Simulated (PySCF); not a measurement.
## How methods differ on the excitation energy of S

S [Ne] 3s2 3p4 (3P) → S [Ne] 3s1 3p5 (3P), as a difference of total energies. Calculation: PySCF 2.14, in def2-TZVPPD (6s6p4d1f, 51 functions); the non-relativistic Hamiltonian (point nucleus). Correlated levels: valence: [Ne] frozen; valence and next inner shell: 1s2 frozen. The calculations carry no spin-orbit coupling.

| method | excitation energy (eV) | error (eV) |
| --- | --- | --- |
| UHF | 11.469 | +2.541 |
| LDA | 9.901 | +0.973 |
| PBE | 9.935 | +1.007 |
| PBE0 | 10.365 | +1.437 |
| r2SCAN | 10.092 | +1.164 |
| wB97X-V | 10.566 | +1.638 |
| LC-wPBE | 10.607 | +1.679 |
| BHandHLYP | 10.792 | +1.864 |
| TPSSh | 10.260 | +1.332 |
| MP2 (valence) | 10.409 | +1.481 |
| SCS-MP2 (valence) | 10.290 | +1.362 |
| MP2 (valence and next inner shell) | 10.409 | +1.481 |
| SCS-MP2 (valence and next inner shell) | 10.288 | +1.360 |

Reference: 8.928 eV (measured; NIST levels, between the centres of gravity of the two terms).

Errors of the correlated levels include the incompleteness of this basis and the frozen core.

The upper state lies above the first ionisation limit, where it may autoionise and the basis confines it.
